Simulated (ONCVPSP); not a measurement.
**Building the ONCV potential for Br (Wu-Cohen, scalar-relativistic).**

bromine (Br), optimised norm-conserving Vanderbilt (ONCV), made with ONCVPSP 4.0.1 (Wu-Cohen, scalar-relativistic). Core [Ar] 3d10, reference 4s2 4p4 (charge +1). Waves: 4s: rc 1.15 bohr, ncon 4, nbas 8, qcut 6.1 1/bohr, 2 projectors, debl 1.8 Ha; 4p: rc 1.30 bohr, ncon 4, nbas 7, qcut 7.1 1/bohr, 2 projectors, debl 0.7 Ha. Local part: polynomial inside 1.10 bohr (lpopt 5, dvloc0 0 Ha). Core correction: Teter function fitted to the true core (icmod 2), fcfact 0.4.

All-electron outer shells of the reference configuration (Wu-Cohen, scalar-relativistic, ld1.x):

```json
{"shell": "3p", "level (eV)": "-184.58", "outermost node (bohr)": "0.21", "outermost maximum (bohr)": "0.48"}
{"shell": "3d", "level (eV)": "-77.93", "outermost node (bohr)": "–", "outermost maximum (bohr)": "0.43"}
{"shell": "4s", "level (eV)": "-30.44", "outermost node (bohr)": "0.67", "outermost maximum (bohr)": "1.41"}
{"shell": "4p", "level (eV)": "-17.49", "outermost node (bohr)": "0.70", "outermost maximum (bohr)": "1.62"}
```

What the tests gave:

| Quantity | Value |
| --- | --- |
| Cutoffs needed | 109 Ha and 137 Ha (the cutoffs (Ha) at which the residual kinetic energy of the hardest occupied pseudo-wave falls to 1 and 0.1 mHa per electron) |
| Ghost test | ghosts flagged at negative energy: s at -337.9 eV, p at -149.8 eV; no localised positive-energy state flagged; a true bound ghost makes a file unfit for plane-wave use |
| Largest excitation error | -22 meV (all-electron minus pseudo) for 4s2 4p2, out of 4 test configurations |
| rms error of d²Exc/dni dnj | 5.65 mHa without and 0.78 mHa with the model core |

Generation and tests took about 3.1 s on one core of a shared server CPU.
